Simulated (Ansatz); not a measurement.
Born–Oppenheimer molecular dynamics of CH4NSb (7 atoms, charge 0, multiplicity 1). It starts at the highest image of a converged band. Of that band: Neighbouring images differ by up to 1.7 eV, so the band resolves the path poorly. A vibrational analysis at the climbing image gives one clearly imaginary mode, 1927i cm⁻¹: a first-order saddle point.

Method: RKS B3LYP-D4/def2-SVP (Ansatz 0.2.0).

```
ensemble                      : NVE (velocity Verlet)
time step                     : 0.5 fs
steps asked                   : 155
starting velocities drawn for : 100 K
seed                          : 12141
```

First frame:

```xyz
7
Properties=species:S:1:pos:R:3
C -0.887 -0.377 -1.148
N -0.712 -0.556 0.123
Sb 1.128 -0.160 1.343
H -1.762 -0.890 -0.328
H -0.106 0.025 -1.842
H 0.483 1.347 1.879
H 1.856 0.609 -0.027
```

How far do the bonds stretch over the last three quarters of this one trajectory? (Pairs bonded in most of those frames.)


```csv
bond,mean (Å),spread (Å),shortest,longest
C1–N2,1.267,0.038,1.19,1.35
C1–H5,1.170,0.130,0.93,1.47
N2–Sb3,2.125,0.059,2.06,2.22
Sb3–H6,1.728,0.005,1.72,1.74
Sb3–H7,1.753,0.023,1.69,1.80
```

Mean temperature of the second half: 2385 K. The conserved energy stayed within 4.6 meV per atom of its start (net change 0.31 meV per atom), so there is no drift, though single steps change it by up to 27 meV in the whole system, a sign of fast motions only just resolved. The system heated up, since it started high on the potential surface and ran downhill. A run of 0.077 ps of so small a system gives no equilibrium averages. The orbitals stay closed-shell, which can raise the energy where a bond breaks towards radicals; this wasn't checked here.

Time of the run: 5.9 min on 1 thread of Intel(R) Xeon(R) Platinum 8488C (Sapphire Rapids), on a shared host, peak memory 0.24 GiB.
